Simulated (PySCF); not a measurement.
## BiO⁺: from constants to spectrum

TPSS constants of BiO⁺, ¹Σ⁺ (singlet), closed shell (Bi def2-SVPD with ECP60, O def2-SVPD; scalar-relativistic core potentials (PySCF 2.14); masses 208.9804 and 15.9949 u):

```
ωe              : 811.9 cm⁻¹
ωexe            : 2.72 cm⁻¹
Be              : 0.31198 cm⁻¹
αe              : 0.00148 cm⁻¹
D (centrifugal) : 1.84e-07 cm⁻¹
```

(1) Give the band origin of the fundamental and the first lines of its P and R branches.

(2) Near which J would the R branch turn back, without centrifugal distortion?

These are scalar-relativistic numbers at best; spin–orbit coupling would shift them, the dissociation energy most.

## Answers

(1) ν0 = ωe − 2ωexe = 806.5 cm⁻¹, B0 = 0.31124, B1 = 0.30976 cm⁻¹.

```tsv
J″	P(J″) − ν0	R(J″) − ν0
0		0.620
1	-0.622	1.236
2	-1.248	1.850
3	-1.876	2.460
4	-2.508	3.068
5	-3.142	3.673
6	-3.779	4.274
```

(2) At J ≈ (B0 + B1)/(2(B0 − B1)) − 1 ≈ 210.
